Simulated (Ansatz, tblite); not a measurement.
Spin states of GaCl3 (the lowest singlet isomer of a short search), each relaxed with PBE0-D4/def2-SVP in Ansatz. Electronic energies in the gas phase.

The xTB rows come from tblite. Correlated methods freeze 24 core orbitals; core or outer-core shells of Ga are correlated, in sets that lack core-valence functions. HOMO above LUMO, or a gap near zero within one spin, warns that the state may not be the lowest or that an electron is smeared out. In the triplet, Cl3 and Cl4 lie 2.67 Å apart (atoms count from 1), so these atoms are partly bonded to each other. In the quintet, Cl2 and Cl3 lie 2.68 Å apart (atoms count from 1), so these atoms are partly bonded to each other. The structure comes from a short search, and lower isomers may exist.

Singlet geometry (D3h within 0.1 Å):

```
atom    x (Å)    y (Å)    z (Å)
 Ga1  -0.0002   0.0001   0.0004
 Cl2   0.3465  -0.0555   2.0919
 Cl3   1.5876   0.4695  -1.3256
 Cl4  -1.9339  -0.4141  -0.7668
```

Triplet geometry (Cs within 0.1 Å):

```tsv
atom	x (Å)	y (Å)	z (Å)
Ga1	-0.7843	0.0112	0.3928
Cl2	0.0692	-1.6019	1.5692
Cl3	0.8131	1.6831	-0.0957
Cl4	-0.0980	-0.0925	-1.8663
```

Quintet geometry (Cs within 0.1 Å):

```xyz
4

Ga   -0.1764   -0.0434   -0.7256
Cl   -0.1496    0.1852    1.6126
Cl   -2.3584    0.4046    0.1028
Cl    2.6844   -0.5464   -0.9898
```

⟨S²⟩: triplet 2.01 at PBE0-D4/def2-TZVP (pure 2.00), quintet 6.01 at PBE0-D4/def2-TZVP (pure 6.00).

Run but left out: LDA (SPW92)/def2-TZVP (quintet: an occupied level 0.06 eV above an empty one).

Only these spin states were relaxed. The quintet has other bonds than the singlet, so the gap mixes isomer and spin.

(1) Estimate which spin state lies lowest at each of these levels, and by how much: GFN1-xTB; GFN2-xTB; HF/def2-TZVP; PBE-D4/def2-TZVP; r2SCAN-D4/def2-TZVP; PBE0-D4/def2-TZVP; r2SCAN0-D4/def2-TZVP; BHLYP-D4/def2-TZVP; ωB97M-V/def2-TZVP; B2PLYP/def2-TZVP; RPA@PBE/def2-TZVP; MP2/def2-TZVP.

Answers

(1) 
| level | triplet − singlet (kcal/mol) | quintet − singlet (kcal/mol) | lowest of these | remarks |
| --- | --- | --- | --- | --- |
| GFN1-xTB | 92.4 | 296.5 | singlet | – |
| GFN2-xTB | 72.7 | 252.3 | singlet | – |
| HF/def2-TZVP | 82.4 | 183.3 | singlet | – |
| PBE-D4/def2-TZVP | 72.5 | 197.7 | singlet | gap within one spin near zero (quintet) |
| r2SCAN-D4/def2-TZVP | 76.0 | 201.9 | singlet | gap within one spin near zero (quintet) |
| PBE0-D4/def2-TZVP | 78.9 | 205.2 | singlet | – |
| r2SCAN0-D4/def2-TZVP | 79.8 | 204.2 | singlet | – |
| BHLYP-D4/def2-TZVP | 82.3 | 206.6 | singlet | – |
| ωB97M-V/def2-TZVP | 83.8 | 213.4 | singlet | – |
| B2PLYP/def2-TZVP | 81.9 | 208.6 | singlet | – |
| RPA@PBE/def2-TZVP | 78.2 | 195.4 | singlet | – |
| MP2/def2-TZVP | 90.5 | 218.7 | singlet | – |

Change of the quintet − singlet gap on mixing in exact exchange, in kcal/mol: PBE to PBE0 (25 % exact exchange) 7.5; r2SCAN to r2SCAN0 (25 % exact exchange) 2.3. The xTB methods have no term that favours high spin, so they put low spin too low.
